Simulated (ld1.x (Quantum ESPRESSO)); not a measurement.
Logarithmic derivatives: Zn (Z = 30), ultrasoft

Zn (Z = 30), ultrasoft, made with ld1.x (Quantum ESPRESSO) 7.5 (PBEsol, scalar-relativistic). Core [Ar], reference 3d10 4s0 4p0 (charge +2). Waves: 4s (bound, empty): rcut 1.25, rcutus 1.55 bohr; 4s channel at -1.15 Ry: rcut 1.25, rcutus 1.55 bohr; 4p (bound, empty): rcut 2.30, rcutus 2.55 bohr; 4p channel at 3.3 Ry: rcut 2.30, rcutus 2.55 bohr; 3d (bound): rcut 1.55, rcutus 1.65 bohr; 3d channel at -1.35 Ry: rcut 1.55, rcutus 1.65 bohr. Local part: all-electron potential smoothed inside 1.80 bohr (lloc = -1). Core correction: a·sin(br)/r model core inside 1.05 bohr. Augmentation charge: built from norm-conserving waves at rcut, not smoothed further.

The phase is arctan(r·u′/u) with u = r·R(r), unwrapped; energies in Ry, scanned from -4 to 5 Ry. A pole is an energy at which the radial function vanishes at the test radius. The pseudo phase is shifted by a multiple of π to meet the all-electron one at the reference energy, and phase errors are pseudo minus all-electron; the curves can meet again beyond the range given. Levels narrower than the energy grid can be missing from the lists of poles.

```
channel  radius (bohr)  reference energy (Ry)  poles, all-electron       poles, pseudo  unbroken range about the reference energy with phases within 0.05 rad  phase error 1 Ry above the reference energy (rad)
      s           2.77                  -1.68                -0.83         -0.83, 1.68                                                              below 0.9                                             -0.000
      p           2.77                  -1.13                 0.17          0.32, 3.83                                                              below 1.0                                             +0.017
      d           2.77                  -2.27          -2.23, 2.00  -2.23, -1.70, 4.08                                                             below -1.8                                             -3.082
```

A Bessel basis up to 400 Ry misses an occupied level by 0.24 Ry, so cutoffs and ghosts were not judged. Its overlap operator is not positive definite in a basis up to 400 Ry (lowest eigenvalue s -0.01), so the file is unfit for use: the generalised eigenproblem breaks down once the basis is large enough, and its test numbers describe a broken file.

Phases in the p channel:

| E (Ry) | all-electron | pseudo |
| --- | --- | --- |
| -4.00 | 1.339 | 1.343 |
| -3.76 | 1.326 | 1.330 |
| -3.52 | 1.311 | 1.316 |
| -3.28 | 1.293 | 1.298 |
| -3.04 | 1.270 | 1.276 |
| -2.80 | 1.242 | 1.248 |
| -2.56 | 1.204 | 1.211 |
| -2.32 | 1.151 | 1.159 |
| -2.08 | 1.071 | 1.081 |
| -1.84 | 0.938 | 0.949 |
| -1.60 | 0.683 | 0.695 |
| -1.36 | 0.143 | 0.149 |
| -1.12 | -0.619 | -0.619 |
| -0.88 | -1.081 | -1.077 |
| -0.64 | -1.301 | -1.292 |
| -0.40 | -1.422 | -1.409 |
| -0.16 | -1.498 | -1.482 |
| 0.08 | -1.554 | -1.532 |
| 0.32 | -1.597 | -1.571 |
| 0.56 | -1.634 | -1.602 |
| 0.80 | -1.668 | -1.628 |
| 1.04 | -1.701 | -1.652 |
| 1.28 | -1.737 | -1.674 |
| 1.52 | -1.776 | -1.696 |
| 1.76 | -1.824 | -1.718 |
| 2.00 | -1.885 | -1.741 |
| 2.24 | -1.972 | -1.767 |
| 2.48 | -2.105 | -1.796 |
| 2.72 | -2.337 | -1.831 |
| 2.96 | -2.769 | -1.877 |
| 3.20 | -3.407 | -1.943 |
| 3.44 | -3.910 | -2.069 |
| 3.68 | -4.182 | -2.842 |
| 3.92 | -4.333 | -4.931 |
| 4.16 | -4.426 | -5.180 |
| 4.40 | -4.489 | -5.404 |
| 4.64 | -4.535 | -5.722 |
| 4.88 | -4.570 | -6.181 |
